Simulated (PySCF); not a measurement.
Cl2Se, SMILES Cl[Se]Cl (connectivity only; charge and spin as stated), charge +1, multiplicity 2. Geometry: PBE0-D3(BJ)/def2-TZVP. The spin state was assumed, not searched. The isomer is the one that the SMILES or the coordinates give; other isomers of the formula were not compared.

Level of theory: PBE0-D3(BJ)/def2-TZVP (PySCF).

Harmonic wavenumbers (cm⁻¹): 183, 480, 491. Rotational constants (GHz): 8.379, 2.670, 2.025; symmetry number 2.

Q: Work out the zero-point energy and the ideal-gas rigid-rotor harmonic-oscillator thermochemistry at 298.15 K and 1 atm.

A: ZPE = ½ Σ hcν = ½ × 1154 cm⁻¹ = 1.65 kcal/mol. H − E(el) = 4.68 kcal/mol. Entropy in cal/(mol K): translation 40.92, rotation 24.99, vibration 3.69, spin 1.38, total 70.98. G − E(el) = -16.48 kcal/mol. Cp = 12.38 cal/(mol K).
